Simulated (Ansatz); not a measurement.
A structure relaxed at PBE0-D4/def2-TZVP, charge 0, multiplicity 1:

```xyz
5

N     0.183   -0.401   -0.543
Ge    0.499   -0.185    1.227
Cl   -0.866    1.533    1.486
H    -0.448    0.174   -1.082
H     0.632   -1.121   -1.088
```

(1) Give its formula and SMILES.

(2) Point group (tolerance 0.08 Å, 0.16 Å for H)?

(3) Summarise the bond lengths by kind.

Results:

(1) ClGeH2N, `[NH2][Ge][Cl]`.

(2) Cs.

(3) 1 × Ge–N 1.811 Å; 2 × H–N 1.008 to 1.009 Å; 1 × Cl–Ge 2.209 Å.

Computed with Ansatz.
